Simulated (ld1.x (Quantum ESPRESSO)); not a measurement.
**What one change does to a pseudopotential (Ti, TM)**

```
Element                 : Ti (Z = 22)
Generator               : ld1.x (Quantum ESPRESSO) 7.5
Type                    : norm-conserving Troullier–Martins (Kleinman–Bylander form)
Functional              : LDA (PZ)
Relativity              : scalar-relativistic
Frozen core             : [Ne] 3s2
Valence charge          : 10
Reference configuration : 3p6 3d2 4s1.75 4p0 (charge +0.25)
Partial waves           : 4s (bound): rc 2.90 bohr; 3p (bound): rc 1.75 bohr; 3d (bound): rc 1.80 bohr
Local potential         : all-electron potential smoothed inside 2.30 bohr (lloc = -1)
Core correction         : a·sin(br)/r model core inside 1.15 bohr
```

All-electron outer shells of the reference configuration (LDA (PZ), scalar-relativistic, ld1.x):

```
shell  level (eV)  outermost node (bohr)  outermost maximum (bohr)
   2p     -445.67                      –                      0.22
   3s      -63.96                   0.40                      0.87
   3p      -40.49                   0.37                      0.90
   3d       -6.13                      –                      0.97
   4s       -6.02                   1.24                      2.85
   4p       -2.76                   1.38                      3.66
```

Change: core correction a·sin(br)/r model core inside 2.12 bohr.

Cutoffs: the cutoffs (Ry, on a coarse ladder) from which the occupation-weighted sum of valence levels, in a spherical-Bessel basis at the reference potential, stays within 10 and 1 mRy of its value at 400 Ry; they do not see the model core or the augmentation charge, which bear on the density cutoff. Errors are all-electron minus pseudo energies relative to the spin-unpolarised reference configuration.

**Question.** Predict the effect on cutoff, ghosts and configuration errors.

**Answer.** The potential gets neither clearly harder nor softer (60 Ry and 80 Ry → 60 Ry and 80 Ry); of the 9 tests that both files solve, the error grows in 3 and shrinks in 0 by more than 15 % and 0.3 meV (median size 61.7 → 100.4 meV); neither file shows a bound ghost at the reference potential, the only one tested. A wider model core is smoother and lowers the density cutoff, which this test does not measure.

```tsv
quantity	base	changed
cutoff, loose	60 Ry	60 Ry
cutoff, tight	80 Ry	80 Ry
bound ghosts	none	none
error for 3p6 3d2 4s2 4p0, meV [ΔE -1.33 eV]	+0.2	+0.2
error for 3p6 3d2 4s1 4p0, meV [ΔE 6.21 eV]	+0.6	+0.7
error for 3p6 3d2 4s0 4p0, meV [ΔE 20.01 eV]	-20	-19
error for 3p6 3d2 4s1.5 4p0, meV [ΔE 1.69 eV]	0.0	0.0
error for 3p6 3d0 4s0 4p0, meV [ΔE 90.73 eV]	+291	+408
error for 3p6 3d3 4s0 4p0, meV [ΔE 6.23 eV]	-107	-100
error for 3p6 3d2 4s0 4p2, meV [ΔE 5.11 eV]	-258	-257
error for 3p6 3d2 4s1.75 4p0 (spin-polarised), meV [ΔE -0.75 eV]	+62	+150
error for 3p6 3d2 4s2 4p0 (spin-polarised), meV [ΔE -2.00 eV]	+62	+149
s: phases at 3.17 bohr within 0.05 rad from the reference energy up to (Ry; the scan ends near 5)	0.1	0.1
p: phases at 3.17 bohr within 0.05 rad from the reference energy up to (Ry; the scan ends near 5)	-0.3	-0.3
d: phases at 3.17 bohr within 0.05 rad from the reference energy up to (Ry; the scan ends near 5)	0.6	0.6
```

Base: These tests converged, but a pseudo level misses the all-electron one widely, so the file describes the atom poorly there or has found another state: 3p6 3d0 4s0 4p0: empty 4s by 10.5 eV (a node warning on the way). Changed file: These tests converged, but a pseudo level misses the all-electron one widely, so the file describes the atom poorly there or has found another state: 3p6 3d0 4s0 4p0: empty 4s by 10.4 eV (a node warning on the way).
